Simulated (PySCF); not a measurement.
CHO, SMILES [OH+][C] (connectivity only; charge and spin as stated), charge +1, multiplicity 1.

Geometry: PBE0-D3(BJ)/def2-TZVPD.

Two levels are set side by side: TDDFT-PBE/def2-TZVPD (PySCF) and TDDFT-PBE0/def2-TZVPD (PySCF). Vertical, same geometry. The lowest singlet is HOMO→LUMO 101 % with PBE and HOMO→LUMO+1 101 % with the other functional; states are paired by order. Differences are taken from unrounded values.

```
quantity                               TDDFT-PBE
-------------------------------------  ---------
lowest singlet excitation (eV)              8.21
lowest triplet excitation (TDA) (eV)        4.94
first bright state (f over 0.05) (eV)       8.21
its oscillator strength                     0.09
```

Q: These are the TDDFT-PBE values. What does TDDFT-PBE0 give? (The exact figures need the calculation; the answer reports its results.)

A: 
```
quantity                               TDDFT-PBE0  TDDFT-PBE minus TDDFT-PBE0
-------------------------------------  ----------  --------------------------
lowest singlet excitation (eV)               8.27                       -0.06
lowest triplet excitation (TDA) (eV)         4.89                        0.05
first bright state (f over 0.05) (eV)        8.27                       -0.06
its oscillator strength                      0.09                        0.00
```

On these quantities the two levels nearly agree.

Rough cost on one machine, each run with all the roots and properties that it gave: TDDFT-PBE0 against TDDFT-PBE about 2 times.
